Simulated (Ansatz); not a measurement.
Consider the ligand exchange at the Se–B bond: `OCOB[SeH]` + H₂Se → `[SeH][SeH]` + `BOCO`.

Gas-phase electronic energies from Ansatz, PBE0-D4/def2-TZVP geometries. CCSD(T)/CBS adds triple-zeta CCSD(T) − MP2 to the extrapolated MP2 energy (def2 sets, frozen cores). DFT in def2-TZVPP. B3LYP here is the variant with VWN-RPA as its local correlation; programs differ in this. For Se outer-core shells are correlated without core-valence functions, which leaves a few kJ/mol of doubt a bond. Scalar relativity is left out up to krypton. One conformer a species, not always the lowest.

CCSD(T)/CBS gives +65.1 kJ/mol.

Problem. Another level gave +59.5 kJ/mol. Which?
A. r2SCAN/def2-TZVPP
B. ωB97M-V/def2-TZVPP
C. B3LYP-D4/def2-TZVPP
D. MP2/def2-TZVPP

Solution. B. ωB97M-V 59.5, r2SCAN 65.2, B3LYP-D4 53.9, MP2/def2-TZVPP 69.9 kJ/mol.

Largest T1 diagnostic among the species: 0.013.

The D4 term adds +3.6 kJ/mol with B3LYP and +2.2 kJ/mol with PBE0; it sums over pairs of atoms, weighted by their polarisabilities, and B3LYP, whose exchange is more repulsive, gets the larger term. In def2-TZVPP, CCSD(T) changes the Hartree–Fock value by +18.4 kJ/mol (the triples alone add +2.1 kJ/mol) and MP2 by +20.4 kJ/mol.
